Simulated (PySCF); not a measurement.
## Assigning NMR signals

Geometry:
| atom | x (Å) | y (Å) | z (Å) |
| --- | --- | --- | --- |
| C1 | -2.798 | -0.667 | -0.604 |
| C2 | -2.033 | -0.155 | 0.615 |
| C3 | -0.667 | 0.383 | 0.279 |
| C4 | -0.444 | 1.759 | 0.213 |
| C5 | 0.797 | 2.281 | -0.141 |
| C6 | 1.837 | 1.404 | -0.440 |
| C7 | 1.660 | 0.021 | -0.386 |
| C8 | 2.778 | -0.921 | -0.718 |
| C9 | 0.397 | -0.495 | -0.021 |
| N10 | 0.200 | -1.868 | -0.009 |
| H11 | -2.239 | -1.462 | -1.120 |
| H12 | -2.955 | 0.146 | -1.329 |
| H13 | -3.784 | -1.067 | -0.321 |
| H14 | -2.615 | 0.639 | 1.109 |
| H15 | -1.951 | -0.961 | 1.369 |
| H16 | -1.271 | 2.434 | 0.450 |
| H17 | 0.953 | 3.360 | -0.186 |
| H18 | 2.817 | 1.796 | -0.725 |
| H19 | 2.500 | -1.607 | -1.536 |
| H20 | 3.679 | -0.376 | -1.028 |
| H21 | 3.060 | -1.549 | 0.147 |
| H22 | -0.580 | -2.196 | 0.546 |
| H23 | 1.030 | -2.431 | 0.126 |

- geometry from PBE0-D3(BJ)/def2-SVP
- GIAO KT2/pcSseg-1 shieldings
- program: PySCF 2.14
- single conformer, in vacuum, non-relativistic Hamiltonian, fast rotation and ring inversion assumed for equivalent nuclei

References, each an isolated molecule treated in the same way: $^{13}$C (183.22 ppm), $^{1}$H (31.18 ppm) against TMS.

Problem. Assign these signals to the numbered atoms. $^{13}$C{$^{1}$H} NMR (computed): δ 137.4 (C), 123.5 (CH), 122.7 (CH), 119.8 (C), 113.7 (C), 112.2 (CH), 31.1 (CH2), 18.9 (CH3), 15.1 (CH3).

Solution. 
```tsv
δ (ppm)	atoms	environment	reason
137.4	C9	aromatic carbon bearing nitrogen	an ipso carbon deshielded by its heteroatom
123.5	C6	aromatic CH	–
122.7	C4	aromatic CH	–
119.8	C3	substituted aromatic carbon	–
113.7	C7	substituted aromatic carbon	–
112.2	C5	aromatic CH	it is ortho or para to a lone-pair donor and shielded by resonance
31.1	C2	sp3 CH2 on an aromatic ring	saturated and bonded to C and H only
18.9	C8	methyl carbon on an aromatic ring	saturated and bonded to C and H only
15.1	C1	methyl carbon	aliphatic region, no heteroatom directly attached
```

C6 and C4; C7 and C5 lie closer than the usual error of such a calculation, so a measured spectrum could show them in the other order.

Problem. Assign these signals to the numbered atoms. $^{1}$H NMR (600 MHz, computed): δ 6.78 (d, 1H), 6.73 (d, 1H), 6.42 (m, 1H), 3.17 (br s, 2H), 2.43 (q, 2H), 2.10 (s, 3H), 1.11 (t, 3H).

Solution. 
6.78 → H18, hydrogen on an aromatic CH: the ring current deshields protons in the ring plane
6.73 → H16, hydrogen on an aromatic CH
6.42 → H17, hydrogen on an aromatic CH
3.17 → H22/H23, hydrogen on an aniline-type nitrogen: labile proton, position sensitive to the medium
2.43 → H14/H15, hydrogen on an sp3 CH2 on an aromatic ring: benzylic-type position, deshielded by the ring
2.10 → H19/H20/H21, hydrogen on a methyl carbon on an aromatic ring: benzylic-type position, deshielded by the ring
1.11 → H11/H12/H13, hydrogen on a methyl carbon

H18 and H16 lie closer than the usual error of such a calculation, so a measured spectrum could show them in the other order.

Exchangeable OH/NH protons stand at their gas-phase positions; hydrogen bonding in a real sample shifts them, mostly to higher δ. Shifts are as computed. Against solution values, carbons near 30 ppm lie about +2 ppm off and those near 130 ppm about -5 ppm. Of 1211 compounds with measured shifts, 218 miss one by over three times the rms of a fit or turn the order of signals round; such compounds aren't used in these exercises. No couplings were computed; multiplicities are counted from neighbouring protons, with m where these are inequivalent, close in shift, in a saturated or five-membered ring or joined by F or P, and br s for small geminal =CH2 splittings.
